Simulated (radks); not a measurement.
Removal energies from the barium ion Ba13+, [Kr] 4d7, by Delta-SCF beside the eigenvalue of the level emptied. Calculated with a radial shooting solver on a logarithmic mesh with Libxc functionals: scalar-relativistic Kohn-Sham, LDA (Slater exchange, Perdew-Wang correlation), spin-polarised, spherical densities, finite nucleus; Fermi nuclear charge, rms radius of each element as measured or else 0.836 A^(1/3) + 0.57 fm. Open shells are filled with parallel spins first.

[
 {"removed from": "4d", "final configuration": "[Kr] 4d6", "Delta-SCF (eV)": "326.74", "-eigenvalue (eV)": "312.48"},
 {"removed from": "4p", "final configuration": "[Ar] 3d10 4s2 4p5 4d7", "Delta-SCF (eV)": "422.26", "-eigenvalue (eV)": "407.30"},
 {"removed from": "4s", "final configuration": "[Ar] 3d10 4s1 4p6 4d7", "Delta-SCF (eV)": "487.52", "-eigenvalue (eV)": "471.98"},
 {"removed from": "3d", "final configuration": "[Ar] 3d9 4s2 4p6 4d7", "Delta-SCF (eV)": "1044.3", "-eigenvalue (eV)": "1011.7"}
]
